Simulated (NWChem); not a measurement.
System: C₂H₅BF₂O; SMILES B(CCO)(F)F

```xyz
11

O      0.1496     2.6997     0.0842
C     -0.4098     1.4247    -0.0740
C      0.6108     0.3019     0.0407
B      0.0386    -1.1517     0.0153
F     -1.2598    -1.4023     0.0233
F      0.8351    -2.2063    -0.0065
H      0.7974     2.8321    -0.6158
H     -0.9604     1.3337    -1.0323
H     -1.1652     1.3211     0.7206
H      1.1804     0.4157     0.9820
H      1.3741     0.3753    -0.7570
```
Atoms are numbered in this order, from 1.

Program: NWChem. Geometry: optimised at PBE0/def2-SVP.

Problem. Predict the results for B3LYP/def2-TZVP. Quantities: highest occupied level (eV); orbital gap (eV); dipole (D).

Solution. 
```
Property                     Result
---------------------------  ------
highest occupied level (eV)   -7.87
orbital gap (eV)               7.77
dipole (D)                     1.58
```
